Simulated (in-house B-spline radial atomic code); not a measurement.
Values are calculated unless marked as measured or tabulated.
# Weak and strong correlation along the adiabatic connection

Two-electron singlets in several external potentials (atomic units), by full CI in B-splines with partial waves to l = 8 (correlation energies up to 0.6 % small). The repulsion is scaled by λ at fixed density; W(λ) is the mean repulsion less the Hartree energy, W(0) = E_x, and the area under W from 0 to 1 is E_xc.

Relative drop (W(λ) − E_x)/E_x:

```
                            system  λ = 0.12  λ = 0.25  λ = 0.4  λ = 0.6  λ = 0.8   λ = 1
 −V exp(−r²/w²), V = 16.1, w = 6.0    0.0163    0.0325   0.0496   0.0700   0.0881  0.1042
    ω²r²/2 − Z/r, ω = 0.908, Z = 3    0.0063    0.0130   0.0204   0.0298   0.0388  0.0473
    −Z/r, Z = 6, wall at 1.57 bohr    0.0032    0.0065   0.0103   0.0153   0.0202  0.0249
−V exp(−r²/w²), V = 2.36, w = 11.1    0.0374    0.0709   0.1023   0.1354   0.1613  0.1820
 ω²r²/2 − Z/r, ω = 0.191, Z = -0.5    0.0480    0.0891   0.1262   0.1632   0.1907  0.2118
−V exp(−r²/w²), V = 1.02, w = 3.43    0.0284    0.0550   0.0812   0.1103   0.1342  0.1541
 −Z/r, Z = 2.05, wall at 2.35 bohr    0.0093    0.0189   0.0294   0.0425   0.0547  0.0661
```

Problem. Order the systems by how far second-order (GL2) theory, half the initial slope (estimated from the first points of each curve), overshoots the correlation energy, least first.
A. −Z/r, Z = 2.05, wall at 2.35 bohr
B. −Z/r, Z = 6, wall at 1.57 bohr
C. −V exp(−r²/w²), V = 16.1, w = 6.0
D. −V exp(−r²/w²), V = 2.36, w = 11.1
E. ω²r²/2 − Z/r, ω = 0.908, Z = 3
F. ω²r²/2 − Z/r, ω = 0.191, Z = -0.5
G. −V exp(−r²/w²), V = 1.02, w = 3.43

Solution. B (GL2/E_c = 1.04), E (GL2/E_c = 1.09), A (GL2/E_c = 1.13), C (GL2/E_c = 1.23), G (GL2/E_c = 1.41), D (GL2/E_c = 1.55), F (GL2/E_c = 1.68).

Problem. What else changes along this order?

Solution. The ratio follows the bend of the curve. With it the leading natural occupation goes from 1.998 to 1.840 and −T_c/E_c from 0.96 to 0.59 between the first and the last.
